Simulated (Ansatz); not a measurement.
Two members of one family ((X3Sn)2Y), computed with Ansatz in the gas phase; def2 core potentials for Sn, no spin–orbit coupling. The two geometries come from different levels. Binding counts from free atoms in the multiplicity of their measured ground term, without zero-point energy. A dash marks a value that wasn't run or was left out as unsound. The structures are stationary points that may keep the symmetry of their start. Remarks come from the PBE and PBE0 runs and from stability tests at other levels; not every state was tested. HOMO above LUMO (over both spins in singlets and doublets, within one spin in higher multiplets; at PBE or PBE0), or a gap under 0.15 eV within one spin, warns that the state may not be the lowest or that an electron is smeared out.

First: (H3Sn)2S (singlet, charge 0, r2SCAN-D4/def2-SVP geometry).

```xyz
9

Sn    0.800    0.625    1.549
H     0.948   -0.957    2.192
H     0.762    1.801    2.787
H     2.073    0.926    0.439
S    -1.332    0.839    0.398
Sn   -0.877   -0.577   -1.527
H    -2.389   -0.797   -2.290
H     0.240    0.208   -2.565
H    -0.226   -2.068   -0.985
```

```tsv
level	HOMO (eV)	LUMO (eV)	gap (eV)	vertical IE (eV)	vertical triplet (eV)	binding per atom (eV)
PBE-D4/def2-TZVP	-5.91	-1.75	4.16	8.77	4.13	2.40
r2SCAN-D4/def2-TZVP	-6.17	-1.45	4.72	8.85	4.31	2.43
r2SCANh-D4/def2-TZVP	-6.60	-1.17	5.43	–	–	2.42
PBE0-D4/def2-SVP	-6.97	-0.78	6.19	–	–	2.37
PBE0-D4/def2-TZVP	-7.08	-0.95	6.14	8.91	4.34	2.40
```

Second: (F3Sn)2NH (singlet, charge 0, PBE0-D4/def2-SVP geometry).

```xyz
10

Sn    1.311    0.247    0.760
F     2.122   -1.479    0.673
F     2.780    1.440    0.435
F     0.732    0.720    2.515
N     0.068    0.742   -0.758
Sn   -1.527   -0.405   -0.718
F    -3.260    0.274   -0.311
F    -1.859   -1.767   -2.008
F    -0.711   -1.168    0.899
H     0.344    1.396   -1.486
```

**Question.** Estimate how these quantities change from the first to the second (second minus first).

**Answer.** 
```json
{"level": "PBE-D4/def2-TZVP", "Δ HOMO (eV)": "-2.18", "Δ LUMO (eV)": "-3.19", "Δ gap (eV)": "-1.01", "Δ vertical IE (eV)": "2.54", "Δ vertical triplet (eV)": "-0.62", "Δ binding per atom (eV)": "1.29"}
{"level": "r2SCAN-D4/def2-TZVP", "Δ HOMO (eV)": "-2.32", "Δ LUMO (eV)": "-3.33", "Δ gap (eV)": "-1.01", "Δ vertical IE (eV)": "–", "Δ vertical triplet (eV)": "-0.74", "Δ binding per atom (eV)": "1.14"}
{"level": "r2SCANh-D4/def2-TZVP", "Δ HOMO (eV)": "-2.48", "Δ LUMO (eV)": "-3.28", "Δ gap (eV)": "-0.80", "Δ vertical IE (eV)": "–", "Δ vertical triplet (eV)": "–", "Δ binding per atom (eV)": "1.07"}
{"level": "PBE0-D4/def2-SVP", "Δ HOMO (eV)": "-2.58", "Δ LUMO (eV)": "-3.08", "Δ gap (eV)": "-0.50", "Δ vertical IE (eV)": "–", "Δ vertical triplet (eV)": "–", "Δ binding per atom (eV)": "1.03"}
{"level": "PBE0-D4/def2-TZVP", "Δ HOMO (eV)": "-2.61", "Δ LUMO (eV)": "-3.10", "Δ gap (eV)": "-0.49", "Δ vertical IE (eV)": "2.67", "Δ vertical triplet (eV)": "-0.61", "Δ binding per atom (eV)": "1.09"}
```

Remarks: gap within one spin near zero at PBE or PBE0 (+1 doublet).
